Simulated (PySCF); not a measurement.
A calculated (TPSS, PySCF 2.14, 6-31G*, the non-relativistic Hamiltonian (point nucleus)) atom or ion has these occupied shells.

```csv
shell,electrons,orbital energy (eV),"rms radius, mean of both spins (bohr)"
1s α,1,-8136.7,0.0634
1s β,1,-8136.7,0.0634
2s α,1,-965.41,0.269
2s β,1,-964.43,0.269
2p α,3,-841.31,0.240
2p β,3,-840.51,0.240
3s α,1,-108.40,0.806
3s β,1,-105.93,0.806
3p α,3,-70.465,0.855
3p β,3,-67.985,0.855
3d α,5,-7.759,1.07
3d β,3,-6.243,1.07
4s α,1,-5.192,3.20
4s β,1,-4.873,3.20
```

**Question.** Name the element and its charge.

**Answer.** Ni (nickel, neutral), in [Ar] 3d8 4s2, high-spin 3F determinant.
